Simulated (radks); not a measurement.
Question: Cr1.5+, 22.5 electrons, occupied as [Ar] 3d3.5 4p1 (fractional occupations, a model configuration). All-electron calculation, scalar-relativistic Kohn-Sham, SCAN, spin-unpolarised, spherical densities, finite nucleus; meta-GGA in the generalised Kohn-Sham scheme; Fermi nuclear charge, rms radius 3.6452 fm. Program: a radial shooting solver on a logarithmic mesh with Libxc functionals. Some entries of the table are withheld. Estimate them.

| orbital | occ. | eigenvalue (eV) | <1/r> (bohr^-1) | <r> (bohr) |
|---|---|---|---|---|
| 1s | 2 | (1) | 23.88 | 0.06357 |
| 2s | 2 | -697.6747 | 5.070 | 0.2924 |
| 2p | 6 | -588.4273 | 4.955 | 0.2596 |
| 3s | 2 | -97.7795 | 1.576 | 0.8929 |
| 3p | 6 | -67.6481 | 1.443 | (2) |
| 3d | 3.5 | -21.8188 | 1.109 | (3) |
| 4p | 1 | (4) | (5) | (6) |

Answer: 
(1) 1s eigenvalue (eV): -5924.661
(2) 3p <r> (bohr): 0.9483
(3) 3d <r> (bohr): 1.189
(4) 4p eigenvalue (eV): -11.2876
(5) 4p <1/r> (bohr^-1): 0.3863
(6) 4p <r> (bohr): 3.308
